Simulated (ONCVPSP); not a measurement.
## u(r) = r·R(r): atom against pseudo-atom (As (Z = 33))

Columns: radius, all-electron u(r) and pseudo u(r) of the 3d shell (level -61.96 eV) of arsenic in the configuration [Ne] 3s2 3p6 3d10 4s2 4p1; PBEsol, scalar-relativistic, ONCV scheme, ONCVPSP 4.0.1.

```json
{"r (bohr)": "0.055", "all-electron": "0.0498", "pseudo": "0.0069"}
{"r (bohr)": "0.110", "all-electron": "0.2317", "pseudo": "0.0511"}
{"r (bohr)": "0.165", "all-electron": "0.4808", "pseudo": "0.1581"}
{"r (bohr)": "0.220", "all-electron": "0.7246", "pseudo": "0.3333"}
{"r (bohr)": "0.275", "all-electron": "0.9241", "pseudo": "0.5602"}
{"r (bohr)": "0.330", "all-electron": "1.0674", "pseudo": "0.8066"}
{"r (bohr)": "0.385", "all-electron": "1.1560", "pseudo": "1.0344"}
{"r (bohr)": "0.440", "all-electron": "1.1978", "pseudo": "1.2109"}
{"r (bohr)": "0.495", "all-electron": "1.2030", "pseudo": "1.3159"}
{"r (bohr)": "0.550", "all-electron": "1.1814", "pseudo": "1.3462"}
{"r (bohr)": "0.605", "all-electron": "1.1415", "pseudo": "1.3134"}
{"r (bohr)": "0.660", "all-electron": "1.0894", "pseudo": "1.2367"}
{"r (bohr)": "0.715", "all-electron": "1.0300", "pseudo": "1.1379"}
{"r (bohr)": "0.770", "all-electron": "0.9669", "pseudo": "1.0348"}
{"r (bohr)": "0.825", "all-electron": "0.9025", "pseudo": "0.9388"}
{"r (bohr)": "0.880", "all-electron": "0.8386", "pseudo": "0.8543"}
{"r (bohr)": "0.935", "all-electron": "0.7763", "pseudo": "0.7814"}
{"r (bohr)": "0.990", "all-electron": "0.7165", "pseudo": "0.7174"}
{"r (bohr)": "1.045", "all-electron": "0.6597", "pseudo": "0.6596"}
{"r (bohr)": "1.100", "all-electron": "0.6060", "pseudo": "0.6059"}
{"r (bohr)": "1.155", "all-electron": "0.5558", "pseudo": "0.5557"}
{"r (bohr)": "1.210", "all-electron": "0.5090", "pseudo": "0.5089"}
{"r (bohr)": "1.265", "all-electron": "0.4656", "pseudo": "0.4655"}
{"r (bohr)": "1.320", "all-electron": "0.4254", "pseudo": "0.4253"}
{"r (bohr)": "1.375", "all-electron": "0.3884", "pseudo": "0.3883"}
{"r (bohr)": "1.430", "all-electron": "0.3542", "pseudo": "0.3541"}
```

Q: How many radial nodes do the two functions have?

A: The all-electron 3d function has n − l − 1 = 0; the pseudo-wave has 0.

Q: At about which radius was the pseudo-wave matched?

A: 1.10 bohr. The columns agree to 0.0005 from 1.04 bohr on; several derivatives are matched, so the curves merge somewhat inside the radius.

Q: Is the pseudo-wave norm-conserving?

A: Yes: the ONCV scheme keeps the norm inside the radius equal to the all-electron one, which fixes the energy derivative of the logarithmic derivative at the level.
